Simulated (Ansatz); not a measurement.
CH$_{7}$NSiZn. Charge 0, multiplicity 1. For Zn the d shell is correlated and the shells below it are frozen. Scalar relativity is left out up to krypton. The bonds changed during the relaxation, so this is another structure than the one it started from.

```xyz
11

C     1.058    1.003   -0.164
Si    0.208   -0.629   -0.505
N    -0.660   -1.329    0.804
Zn   -3.059    1.655    0.016
H     0.337    1.772    0.125
H     1.789    0.905    0.643
H     1.586    1.354   -1.056
H     1.244   -1.614   -0.921
H    -1.558   -0.962    1.075
H    -0.175   -1.722    1.595
H    -0.770   -0.432   -1.611
```

Problem. Give the diagnostics of a CCSD(T)/def2-TZVPP run (frozen core, the Gaussian-basis code of Ansatz). (An estimate is asked.)

Solution. Computed: T1 = 0.0126, largest single amplitude 0.018, largest double 0.080, (T) share of the correlation energy 3.2 %, 10 CCSD cycles. The RHF solution is stable towards an unrestricted one. T1 lies under the customary mark of 0.02 for closed shells.
